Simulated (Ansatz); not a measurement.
CH₆OSi₂, SMILES `C1[SiH2]O[SiH2]1`, relaxed with RKS PBE0-D4/def2-TZVP in Ansatz from a PBE-D4/def2-SVP geometry. The force threshold is 0.005 eV/Å; the program also tests the step.

Total charge 0; spin multiplicity 1.

Start:

```xyz
10

C     0.111    0.821    0.615
Si   -0.676   -0.918    0.681
O    -0.168   -1.240   -0.928
Si    0.590    0.285   -1.155
H    -0.596    1.671    0.685
H     0.957    0.993    1.311
H    -0.065   -1.876    1.665
H    -2.173   -0.953    0.815
H     2.064    0.147   -1.419
H    -0.045    1.069   -2.269
```

```
step  energy (eV)  largest force (eV/Å)  largest move (Å)
   1  -18930.7775                 1.119             0.000
   2  -18930.8400                 0.693             0.026
   3  -18930.8597                 0.029             0.020
   4  -18930.8598                 0.009             0.004
   5  -18930.8598                 0.002             0.000
```

End:

```xyz
10

C     0.111    0.818    0.613
Si   -0.662   -0.902    0.665
O    -0.164   -1.209   -0.905
Si    0.578    0.277   -1.133
H    -0.587    1.653    0.679
H     0.944    0.984    1.296
H    -0.060   -1.854    1.632
H    -2.142   -0.944    0.792
H     2.032    0.133   -1.399
H    -0.050    1.044   -2.239
```

Run time 26 s (2 threads of an Arm Neoverse V1 on a shared host); peak host memory 0.4 GiB.
